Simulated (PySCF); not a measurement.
# Vertical excitation energies

Species: C4H9ClO2Si.
SMILES with atom numbers: `[CH3:1][C@@H:2]1[O:3][C@@H:4]([CH2:5][Cl:6])[O:7][SiH2:8]1` (hydrogens: H9, H10, H11 on C1; H12 on C2; H13 on C4; H14, H15 on C5; H16, H17 on Si8)

Geometry (GFN2-xTB, Å), atoms numbered from 1 in this order:
```
atom  x, y, z in Å
C1    -2.168    0.193    0.574
C2    -1.131   -0.626   -0.190
O3     0.062   -0.827    0.584
C4     0.970    0.219    0.423
C5     2.356   -0.350    0.704
Cl6    3.544    0.949    0.817
O7     0.911    0.741   -0.868
Si8   -0.392    0.257   -1.729
H9    -1.817    1.210    0.735
H10   -3.092    0.230    0.005
H11   -2.365   -0.261    1.543
H12   -1.515   -1.633   -0.360
H13    0.755    1.044    1.128
H14    2.649   -1.011   -0.111
H15    2.345   -0.890    1.650
H16   -1.135    1.437   -2.139
H17    0.015   -0.670   -2.777
```

Method used: TDDFT wB97X-D/def2-SVPD, vertical, gas phase, core orbitals frozen in the response (PySCF).

Task: List the vertical singlet excitations with oscillator strengths and describe the spectrum.

Result: 

```tsv
state	E (eV)	ν̃ (cm⁻¹)	f	main configurations (H = HOMO, L = LUMO)
S1	7.18	57910	0.041	H→L (68%), H-1→L (14%)
S2	7.22	58220	0.0062	H-1→L (67%), H→L (10%)
S3	7.50	60520	0.013	H→L+1 (45%), H→L+2 (17%)
S4	7.67	61860	0.0018	H-2→L+2 (32%), H-2→L+3 (17%), H-2→L+1 (16%)
S5	7.75	62480	0.0019	H→L+1 (20%), H-1→L+1 (19%), H-3→L+2 (13%)
S6	7.95	64130	0.011	H-1→L+1 (41%), H-3→L+1 (12%), H-4→L (9%)
S7	8.04	64870	0.012	H-4→L (54%), H-3→L (15%), H-1→L+1 (8%)
S8	8.34	67270	0.021	H→L+4 (38%), H→L+2 (22%)
```

Triplets, Tamm–Dancoff:

```
state  E (eV)  λ (nm)   main configurations (H = HOMO, L = LUMO)
   T1    6.67   185.7                     H-1→L (48%), H→L (34%)
   T2    6.94   178.7  H-2→L+2 (19%), H-2→L+3 (12%), H→L+1 (10%)
   T3    7.00   177.1      H→L (28%), H-1→L (21%), H-2→L+2 (10%)
```

The lowest singlet lies at 7.18 eV (173 nm, vacuum ultraviolet) and is of moderate strength; its leading configuration is HOMO→LUMO (68%). The lowest level is also the most intense of those listed (f = 0.041). Löwdin shares by element: HOMO oxygen 44%, carbon 10% or more, chlorine 9% (atoms not listed hold the other 37%); LUMO silicon 43%, hydrogen 23% or more, oxygen 9% or more (atoms not listed hold the other 26%). The oscillator strengths of these states sum to 0.108; summed over the whole spectrum of an exact calculation they would give the number of electrons, 80 (Thomas–Reiche–Kuhn). The listed states span 1.16 eV. Weighted by f, the mean energy of these states is 7.64 eV. Singlets were solved by full linear response, triplets in the Tamm–Dancoff approximation.

One conformer stands for the species.
